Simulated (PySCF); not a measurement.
**Computed properties of PbHF, SMILES [F][PbH]**

PbHF, SMILES [F][PbH] (connectivity only; charge and spin as stated), neutral, multiplicity 1. Coordinates come from a B3LYP-D3(BJ)/def2-TZVP optimisation. The def2 effective core potentials stand for the cores of Pb; spin–orbit coupling is left out. Other conformers were not sampled. All values are computed for the isolated molecule unless a solvent is named; none is compared with measurement here.

**Structure.** The optimised structure has Cs symmetry. All 3 harmonic modes at B3LYP-D3(BJ)/def2-TZVP (PySCF) are real, so it is a minimum.

**Vibrations.** The strongest infrared lines (harmonic, unscaled, degenerate partners summed) lie at 1564 cm⁻¹ (556 km/mol, H 99 %), 509 cm⁻¹ (87 km/mol, F 91 %, Pb 8 %), 541 cm⁻¹ (40 km/mol, H 94 %). The softest mode is at 509 cm⁻¹ and the zero-point energy is 3.7 kcal/mol.

**Electronic structure.** PBE0/def2-TZVPD (PySCF) places the frontier levels at -7.18 and -2.91 eV, a gap of 4.27 eV, and gives a dipole moment of 3.90 D and a mean polarisability of 44.6 bohr³. PBE/def2-TZVPD (PySCF) at the same geometry gives -6.08 and -3.63 eV, so its gap is 1.82 eV narrower. An orbital gap is neither the optical nor the fundamental gap.

**Excitations.** TDA-B3LYP/def2-TZVPD (PySCF) has S1 at 2.85 eV (435 nm, f = 0.009, weak); the most intense of the 10 singlets computed lies at 7.47 eV (f = 0.34). T1 (TDA) is at 2.26 eV, 0.59 eV under S1.
